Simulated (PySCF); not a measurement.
**Relaxation of singlet PtH₆**

Computed with PBE0/[Pt def2-TZVP with ECP60, H def2-TZVP], scalar-relativistic core potentials, density fitting, no spin–orbit coupling, PySCF. A (50,194) grid was used.

A start displaced from a saddle point along its imaginary mode, of C2v symmetry, held to at least that symmetry:

```xyz
7
charge 0 multiplicity 1, angstrom
Pt    0.0000   -0.0010    0.0000
H     0.0000    0.1200    1.6239
H     0.0000    1.1427    1.2122
H     0.0000   -1.1667    1.1366
H     0.0000    0.1200   -1.6239
H     0.0000    1.1427   -1.2122
H     0.0000   -1.1667   -1.1366
```

Optimiser trace:
```
step  E − E(last) (kJ/mol)  largest gradient (Eh/bohr)
   0                 64.88                     0.01863
   1                 60.27                     0.02131
   2                 53.83                     0.02488
   3                 45.71                     0.02824
   4                 36.88                     0.03018
   5                 19.27                     0.02625
   6                 10.10                     0.01738
   7                  3.97                     0.00312
   8                  2.65                     0.00450
   9                  1.48                     0.00411
  10                  0.53                     0.00239
  11                  0.17                     0.00143
  12                  0.06                     0.00076
  13                  0.01                     0.00040
  14                  0.00                     0.00014
  15                  0.00                     0.00004
```

It ends at C2v with H–H 0.837 Å (×2), Pt–H 1.567 Å (×2), Pt–H 1.767 Å (×2), Pt–H 1.802 Å (×2); H–H–Pt 74.2° (×2), H–H–Pt 78.7° (×2), H–Pt–H 27.1° (×2), H–Pt–H 73.9°, H–Pt–H 77.0° (×2), H–Pt–H 78.0°, H–Pt–H 101.0° (×2), H–Pt–H 104.1° (×2), H–Pt–H 128.1°, H–Pt–H 155.0° (×2), H–Pt–H 177.9° (×2) (after a last refinement on a finer grid). A frequency run shows 1 imaginary mode, down to 188i cm⁻¹, so it is a saddle point. Other isomers or separated fragments may lie lower.

Stability towards spin polarisation was not tested. Spin–orbit coupling, left out here, can matter for elements this heavy.

The relaxation took 20 s on 2 threads of a shared Arm Neoverse V2 host, with 76 basis functions and 17 gradients; the process peaked at 1.3 GiB. Launch command: `OMP_NUM_THREADS=2 python axn.py task.json out`.
